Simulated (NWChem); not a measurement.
# C2H6Be; SMILES [CH3][Be][CH3]

Computed with NWChem. The geometry was optimised at PBE0/def2-SVP. Isotropic polarisability at PBE0/Sadlej pVTZ. A Cauchy series cut after its second term is a line in ω².

| row | ω² (10⁻³ Ha²) | α (bohr³) |
|---|---|---|
| static | 0.00 | 43.26 |
| 1065 nm | 1.83 | 43.70 |
| 589 nm | 5.98 | withheld |
| 400 nm | 12.97 | 46.69 |

Task: Fit a straight line of the last column on the one before it, predict the withheld value, and compare with the run.

Result: 
1. Means of the 3 shown rows: x = 4.933, y = 44.550. Slope Σ(x − x̄)(y − ȳ)/Σ(x − x̄)² = 26.20/98.56 = 0.2658; intercept 43.239.
2. The shown rows scatter about the line by 0.019 (root mean square); the largest residual is -0.03, at 1065 nm.
3. At x = 5.98 (589 nm; inside the shown range) the line gives 44.83.
4. The run gives 44.74, -0.09 from the line. The intercept estimates α(0), and the slope, 266 bohr³/Ha², the next Cauchy moment.
